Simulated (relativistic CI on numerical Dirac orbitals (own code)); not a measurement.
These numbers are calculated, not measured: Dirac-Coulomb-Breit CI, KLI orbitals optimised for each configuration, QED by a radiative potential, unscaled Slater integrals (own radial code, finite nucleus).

The strongest absorption lines from the ground level of an ion, among the configurations computed and to levels below about 1520 eV (vacuum wavelength in nm, gf): 0.81996 (0.26), 1.0507 (0.45), 1.0556 (0.28), 1.0571 (0.2), 1.0654 (0.063), 1.0814 (1.3), 10.967 (0.16), 12.609 (0.12).

Task: Which ion is it?
A. V18+
B. Co20+
C. Ga26+
D. Co22+

Result: D. Co22+ has 5 electrons and the ground level 2s2 2p 2P°_1/2; the strongest line goes to 2s2 3d 2D_3/2. The pattern of lines fixes the number of electrons, and along that sequence the line energies rise steadily with the charge (about as its square where n changes within one kind of shell, about linearly where n is kept but much faster in heavy ions where fine structure, which grows about as Z⁴, sets the gap, and irregularly where shells cross), which fixes Z. Configurations outside the model, such as inner-shell arrays, can give stronger lines. At this charge energies of transitions that change n are usually good to better than 1 %, and those within a shell (Δn = 0) to a few per cent.

LS names give the leading component of a level, which can be under half, so a name can repeat, a term be missing and a line seem to break the LS rules.
